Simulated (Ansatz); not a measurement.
## Isomers of C2Cl3F3

2 of its isomers, all singlets with charge 0: A = 1,1,2-trichlorotrifluoroethane `FC(F)(Cl)C(F)(Cl)Cl`; B = 1,1,1-trichlorotrifluoroethane `FC(F)(F)C(Cl)(Cl)Cl`.

Shapes, held fixed at every level: PBE0-D4/def2-TZVP. Flexible molecules stand in one conformer, not always the lowest. Programs: Ansatz 0.2.0.

Electronic energies in kJ/mol, without zero-point or thermal terms.

(1) From chemical knowledge, estimate the order of stability.

Answers

(1) B < A in rising energy, over a span of 26 kJ/mol, by CCSD(T)/CBS estimate. All levels agree on that. The B − A difference spans -29.5 to -18.2 kJ/mol over the levels. The CBS estimate extrapolates MP2 from def2-TZVPP and def2-QZVPP and adds CCSD(T) − MP2 in the triple-zeta set, cores frozen.

```
                level                   kind  B − A
        HF/def2-TZVPP           Hartree–Fock  -29.5
     SPW92/def2-TZVPP                    LDA  -18.2
 r2SCAN-D4/def2-TZVPP               meta-GGA  -18.5
  BHLYP-D4/def2-TZVPP          global hybrid  -24.9
r2SCAN0-D4/def2-TZVPP          global hybrid  -23.2
   CCSD(T)/def2-TZVPP  coupled cluster or CI  -26.5
      CCSD/def2-TZVPP  coupled cluster or CI  -27.4
 CCSD(T)/CBS estimate  coupled cluster or CI  -26.0
```
